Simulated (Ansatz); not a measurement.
Ansatz (a first-principles code) input (CCSD(T)/aug-cc-pV(D+d)Z):
A basis named .json is the Basis Set Exchange file of that set.

Ansatz 0.2 input:
```yaml
crystal:
  periodic: [false, false, false]
  atoms:
    - {symbol: B, position_ang: [-0.25150922, 0.30562634, 0.69504904]}
    - {symbol: Cl, position_ang: [0.96936228, -0.35724626, -0.37706599]}
    - {symbol: N, position_ang: [-1.57414841, 0.48859415, 0.35558215]}
    - {symbol: H, position_ang: [-1.95522266, 0.25270792, -0.55166005]}
    - {symbol: H, position_ang: [-2.24735111, 0.87218775, 0.99746168]}
basis:
  gaussian:
    orbitals: aug-cc-pV_D+d_Z.json
magnetization: {spin_polarized: true, initial_magnetization: 1}
correlation: {method: ccsd_t, electrons: outside_noble_gas}
output: {forces: true}
```

End of the output:

```
mean field evaluation 4: about -14689.9369 eV, gradient 2.7e0 eV
mean field evaluation 8: about -14690.0640 eV, gradient 1.9e-1 eV
mean field evaluation 16: about -14690.0418 eV, gradient 8.5e-1 eV
mean field -14690.06508974 eV, -539.8499347640 hartree, gradient 3.3e-6 eV, S^2 0.756772; 0 other end points of the search recorded, 0 dependent functions left out
7 core orbitals not correlated
reference -14690.06508974 eV, -539.8499347640 hartree; 9, 8 occupied and 80, 81 virtual orbitals, 926 factors
densities: 1.11 GiB planned
second order -10.65513222 eV of doubles, -0.00000000 eV of singles
coupled cluster: 0.67 GiB planned
cycle   1  -11.12668836 eV  change   -4.7e-1 eV  update   7.2e-2
cycle   2  -11.37519722 eV  change   -2.5e-1 eV  update   2.3e-2
cycle   3  -11.43670555 eV  change   -6.2e-2 eV  update   1.3e-2
cycle   4  -11.43323959 eV  change    3.5e-3 eV  update   4.6e-3
cycle   5  -11.43277300 eV  change    4.7e-4 eV  update   1.8e-3
cycle   6  -11.43300313 eV  change   -2.3e-4 eV  update   6.4e-4
cycle   7  -11.43306848 eV  change   -6.5e-5 eV  update   2.5e-4
cycle   8  -11.43312744 eV  change   -5.9e-5 eV  update   9.9e-5
cycle   9  -11.43313462 eV  change   -7.2e-6 eV  update   3.5e-5
cycle  10  -11.43312681 eV  change    7.8e-6 eV  update   1.3e-5
cycle  11  -11.43313521 eV  change   -8.4e-6 eV  update   5.5e-6
cycle  12  -11.43313575 eV  change   -5.4e-7 eV  update   2.4e-6
perturbative correction -0.38040709 eV, -0.0139797027 hartree
the calculation of the forces begins
Total energy: -14701.87863258 eV, -540.2840744559 hartree
Atom 0 at    -0.251509     0.305626     0.695049 Å, force     0.544431     0.054700     0.504382 eV/Å
Atom 1 at     0.969362    -0.357246    -0.377066 Å, force     0.277682    -0.159417    -0.268107 eV/Å
Atom 2 at    -1.574148     0.488594     0.355582 Å, force    -0.523963     0.056485    -0.179349 eV/Å
Atom 3 at    -1.955223     0.252708    -0.551660 Å, force    -0.092617    -0.088597    -0.308192 eV/Å
Atom 4 at    -2.247351     0.872188     0.997462 Å, force    -0.205533     0.136830     0.251267 eV/Å
Dipole moment:    -0.545754     0.103686    -0.061013 e Å
```

It need not be the lowest isomer of its formula.
